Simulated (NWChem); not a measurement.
# C2HF3Si; SMILES C#C[Si](F)(F)F

```xyz
7

C      0.0000     0.0000     2.6934
C      0.0000     0.0000     1.4787
Si     0.0000     0.0000    -0.3197
F      1.3456    -0.6397    -0.8930
F     -0.1188     1.4851    -0.8930
F     -1.2268    -0.8454    -0.8930
H      0.0000     0.0000     3.7702
```
Atoms are numbered in this order, from 1.

All runs: NWChem. Geometry: optimised at PBE0/def2-SVP. Level: PBE0/def2-SVP with SMD (1 M gas to 1 M solution), gas-phase geometry. Reactions with the solvent are ignored.

| solvent | dielectric constant | solvation free energy (kcal/mol) | cavity-dispersion-structure term (kcal/mol) | dipole in solution (D) |
|---|---|---|---|---|
| water | 78.4 | ___ | ___ | 3.44 |
| tetrahydrofuran | 7.43 | -1.7 | 2.3 | 3.34 |
| dimethyl sulfoxide | 46.8 | -0.7 | 3.9 | 3.43 |
| 2-propanol | 19.3 | -1.8 | 2.6 | 3.41 |
| ethanol | 24.9 | -1.8 | 2.6 | 3.42 |
| 1,4-dioxane | 2.21 | 0.4 | 2.8 | 3.10 |

**Question.** What belongs in the gaps?

**Answer.** 
- water, solvation free energy (kcal/mol): 1.0
- water, cavity-dispersion-structure term (kcal/mol): 5.6
